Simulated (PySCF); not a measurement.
C6H10OSi2.
InChI=1S/C6H10OSi2/c7-9-6-3-1-5(8)2-4-6/h1-4,7H,9H2,8H3

Torsions of this conformer, `[OH:1][SiH2:2][c:3]1[cH:4][cH:5][c:6]([SiH3:7])[cH:8][cH:9]1`: O1–Si2–C3–C4 -176°, H–O1–Si2–C3 180°.

The closed-shell ground state was solved at several levels (PySCF, density fitting, gas phase, non-relativistic). Geometry: PBE0-D3(BJ)/def2-SVP, one conformer, isolated molecule.

| level | basis functions | total energy (Eh) | HOMO (eV) | LUMO (eV) | gap (eV) | dipole (D) |
| --- | --- | --- | --- | --- | --- | --- |
| PBE0/def2-SVPD | 271 | -887.9086 | -7.41 | -1.05 | 6.36 | 1.45 |
| mPW1PW91/pcSseg-1 | 217 | -888.7903 | -7.42 | -1.01 | 6.41 | 1.60 |

Question: What might PBE0/pcSseg-1 (217 basis functions) give for the same quantities?

Answer: Total energy -888.2347 Eh, HOMO -7.40 eV, LUMO -1.00 eV, gap 6.40 eV, dipole 1.61 D.

Question: How far do the dipole and the HOMO energy spread over the levels?

Answer: The dipole runs from 1.45 to 1.61 D (mean 1.55 D) and the HOMO from -7.42 to -7.40 eV.
